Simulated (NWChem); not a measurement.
System: C3H4F2O; SMILES CC(F)(F)C=O

```xyz
10

C     -1.5076     0.3916     0.0000
C     -0.0032     0.3612     0.0000
F      0.5045     1.0079    -1.1057
F      0.5045     1.0079     1.1057
C      0.6360    -1.0427     0.0000
O      0.0053    -2.0743     0.0000
H     -1.8948    -0.1253     0.8974
H     -1.8494     1.4435     0.0000
H     -1.8948    -0.1253    -0.8974
H      1.7660    -1.0019     0.0000
```
Atoms are numbered in this order, from 1.

Results from NWChem. Geometry: optimised at PBE-D3(BJ)/def2-SVP.

### Question
Estimate the computed values for OLYP/def2-SVP. Quantities: highest occupied level (eV); orbital gap (eV); dipole (D).

### Answer
The highest occupied level (eV) is -6.20 and the orbital gap (eV) is 3.66. The dipole (D) comes out as 0.82.
